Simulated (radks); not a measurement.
Values are calculated unless marked as measured or tabulated.
Q: Sm I, 62 electrons, occupied as [Xe] 4f6 7s2 (not the ground configuration). Level of theory: non-relativistic Kohn-Sham, LDA (Slater exchange, Perdew-Wang correlation), spin-polarised, spherical densities, point nucleus; open shells are filled with parallel spins first (spin-orbit coupling, left out, can overturn this in heavy ions); relativity is left out, which matters for an element this heavy (a radial shooting solver on a logarithmic mesh with Libxc functionals). Some entries of the table are withheld. Estimate them.

orbital,occ.,eigenvalue (hartree),<r^2> (bohr^2),<1/r> (bohr^-1)
1s down,1,-1617.375,0.0008018,61.42
1s up,1,-1617.375,0.0008018,61.42
2s up,1,-255.6880,0.01280,14.25
2s down,1,-255.6842,0.01280,14.25
2p up,3,-242.9188,0.009527,14.28
2p down,3,-242.9166,0.009526,14.28
3s up,1,-55.95712,0.08372,5.340
3s down,1,-55.86850,0.08359,5.345
3p up,3,-50.30696,0.07859,5.281
3p down,3,-50.22549,0.07845,5.286
3d up,5,-39.74163,0.06324,5.177
3d down,5,-39.68111,0.06308,5.182
4s up,1,-11.11902,0.4247,2.272
4s down,1,-10.94278,0.4249,2.271
4p up,3,-8.94716,0.4504,2.179
4p down,3,-8.77183,0.4509,2.177
4d up,5,-5.08963,0.5223,1.970
4d down,5,-4.91677,0.5244,1.967
5s up,1,-1.65916,2.492,0.8820
5s down,1,-1.57655,2.575,0.8653
5p up,3,-1.07806,3.188,0.7763
5p down,3,-1.01247,3.335,0.7568
4f up,6,(1),1.121,1.432
4f down,0,(2),1.308,1.386
6s up,0,-0.24845,17.27,(3)
6s down,0,-0.23859,18.06,(4)
6p up,0,-0.14075,30.11,0.2493
6p down,0,-0.13493,31.89,0.2421
7s up,1,-0.06789,88.96,(5)
7s down,1,-0.06594,91.31,(6)

A: 
(1) 4f up eigenvalue (hartree): -0.48746
(2) 4f down eigenvalue (hartree): -0.33748
(3) 6s up <1/r> (bohr^-1): 0.3273
(4) 6s down <1/r> (bohr^-1): 0.3206
(5) 7s up <1/r> (bohr^-1): 0.1409
(6) 7s down <1/r> (bohr^-1): 0.1397
